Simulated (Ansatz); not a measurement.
Z-matrix (Å, degrees):
```
Si
C 1 1.859
N 1 1.723 2 110.8
H 1 1.497 2 107.3 3 126.0
H 1 1.490 2 111.7 3 -117.5
Ga 2 1.966 1 113.5 3 170.1
H 2 1.095 1 108.3 3 -69.4
H 2 1.094 1 108.2 3 48.7
H 3 1.008 1 119.7 2 56.3
H 3 1.008 1 119.1 2 -162.4
H 6 1.571 2 120.3 1 88.7
H 6 1.571 2 119.6 1 -91.4
```

The species carries charge 0 and has multiplicity 1.

Problem. List the r2SCAN/def2-TZVPP orbital energies in eV (Ansatz). (Estimate.)

Solution. The calculation gave: Occupied: -10122.02, -1790.89, -1244.24, -1100.69, -1100.56, -1100.56, -384.70, -272.58, -147.79, -141.28, -100.80, -100.43, -100.42, -96.15, -96.13, -96.13, -22.11, -20.42, -20.22, -20.21, -20.14, -20.07, -17.66, -13.11, -12.42, -11.15, -10.61, -10.01, -8.36, -8.14, -7.36, -7.16, -6.20. Lowest empty: -1.99, 0.47, 0.63, 1.06, 2.03, 2.09, 2.26, 2.57.
